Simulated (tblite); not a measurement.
CH8GeN2OSi.
Structure used (GFN2-xTB), in Å, numbered top down from 1:
```
atom  x, y, z in Å
O1     1.6527    0.6843    1.5207
C2     2.0824    0.7709    0.3906
N3     1.6669   -0.0644   -0.5635
Ge4    0.3702   -1.2646    0.0712
N5    -1.1275   -0.4276    0.6233
Si6   -2.1506    0.5630   -0.3684
H7     2.8250    1.5330    0.0960
H8     2.0261    0.0321   -1.4998
H9     0.9692   -2.0621    1.1817
H10    0.0562   -2.0506   -1.1693
H11   -1.0714   -0.1261    1.5854
H12   -1.5373    1.8402   -0.7674
H13   -3.3419    0.8030    0.4461
H14   -2.4206   -0.2315   -1.5688
```

All values are computed: GFN2-xTB (tblite) harmonic vibrations without scaling, gas phase. Against measured fundamentals such values can be off by several per cent, at times by over 20. Modes of hydrogen on germanium and silicon can be 10 to 20 % off. One conformer, not necessarily the lowest.

Harmonic wavenumbers (cm⁻¹): 37.5, 88.0, 93.5, 144.3, 170.4, 174.5, 283.6, 442.9, 450.8, 498.9, 525.3, 540.8, 567.4, 604.1, 674.4, 692.7, 742.6, 754.2, 772.8, 801.9, 809.5, 902.3, 935.8, 1123.6, 1151.9, 1308.2, 1367.2, 1712.0, 1978.5, 2048.0, 2168.3, 2236.1, 2256.6, 2788.8, 3428.2, 3447.3.

A = 2735, B = 1325, C = 1080 MHz; mass 165.962 u (most abundant isotopes); point group C1, symmetry number 1.

What is the zero-point energy?

Half the sum of the wavenumbers: 19361 cm⁻¹ = 231.61 kJ/mol.

What is S at 273.15 K and 1 bar for an ideal gas of classical rigid rotors and harmonic oscillators?

Translation 170.79, rotation 119.40, vibration 108.52: S = 398.7 J/(mol K).

And Cp and H(273.15 K) − H(0)?

Cp = 144.47 J/(mol K), of which vibrations give 111.21 (their classical limit is 36 R = 299.3); H(273.15 K) − H(0) = 24.58 kJ/mol without the zero-point energy, 15.49 from vibrations.

How do the functions run with temperature in this model?

```csv
T (K),S (J/(mol K)),Cp (J/(mol K)),H − H(0) (kJ/mol),G − H(0) (kJ/mol),ln q(vib)
50,247.9,55.9,2.12,-10.27,0.60
100,293.6,76.7,5.48,-23.88,1.84
298.15,411.7,153.3,28.30,-94.46,6.85
373.15,448.7,176.5,40.70,-126.74,8.70
500,504.8,206.5,65.09,-187.30,11.73
750,596.6,245.6,122.01,-325.41,17.24
1000,670.8,270.3,186.71,-484.13,22.14
```

q(vib) and H(0) count from the zero-point level.

Blend soft modes into free rotors: weight 1/[1 + (100 cm⁻¹/ν̃)⁴] for the oscillator and the rest for a rotor with moment μB/(μ + B), μ = h/(8π²ν), B = 10⁻⁴⁴ kg m². What vibrational entropy results?

99.33 J/(mol K) in place of 108.52, which changes −T·S at 273.15 K by +2.51 kJ/mol.

Hindered rotation and anharmonicity are outside this model. Other conformers, if any are populated, would add a mixing term that is left out. The structure is chiral; the term R ln 2 for an equal mix with its mirror image is left out.
